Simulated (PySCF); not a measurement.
SMILES [BH3-][PH+]1C=C1, C$_{2}$H$_{6}$BP

Geometry:
```
atom   x (Å)   y (Å)   z (Å)
  B1  -1.687   0.005   0.342
  P2   0.093  -0.494  -0.135
  C3   1.394   0.497  -0.862
  C4   1.648   0.213   0.397
  H5  -2.332  -0.283  -0.656
  H6  -1.926  -0.721   1.297
  H7  -1.625   1.196   0.597
  H8   0.341  -1.850  -0.490
  H9   1.756   1.054  -1.727
 H10   2.350   0.391   1.212
```

Level of theory: GIAO B97-2/aug-pcSseg-1 magnetisability, rotational g tensor and spin-rotation constants, non-relativistic, gas phase (PySCF 2.14.0). Geometry: PBE0-D3(BJ)/def2-SVP.

**Question.** How diamagnetic is it, and how anisotropic?

**Answer.** Isotropic -801 × 10⁻³⁰ J/T², or -48.3 × 10⁻⁶ cm³/mol; principal values -1067, -714, -623 × 10⁻³⁰ J/T², anisotropy 406 × 10⁻³⁰ J/T² (root of half the summed squared differences of the principal values). The susceptibility is in cgs units.

**Question.** Split it along the inertial axes a, b, c into diamagnetic and paramagnetic parts about the centre of mass, with the quadrupole moment.

**Answer.** 
| axis | χ (10⁻⁶ cm³/mol) | diamagnetic (10⁻⁶ cm³/mol) | paramagnetic (10⁻⁶ cm³/mol) | summed x² of all electrons (Å²) | quadrupole Θ (D Å) |
| --- | --- | --- | --- | --- | --- |
| a | -46.7 | -152.8 | 106.0 | 71.3 | -6.01 |
| b | -37.5 | -376.2 | 338.7 | 18.6 | +5.04 |
| c | -60.5 | -381.2 | 320.7 | 17.4 | +0.97 |

Anisotropies 2χaa − χbb − χcc = +4.6 and 2χbb − χaa − χcc = +32.2 × 10⁻⁶ cm³/mol. Θ is traceless in Buckingham's convention.

**Question.** And the rotational g tensor?

**Answer.** 
| axis | rotational constant (GHz) | g | nuclear part | electronic part |
| --- | --- | --- | --- | --- |
| a | 15.9712 | -0.0877 | 0.7078 | -0.7955 |
| b | 4.1311 | -0.0532 | 0.6041 | -0.6573 |
| c | 4.0377 | -0.0038 | 0.6046 | -0.6084 |

Asymmetric top; isotopes 11B, 12C, 1H, 31P; no vibrational averaging.
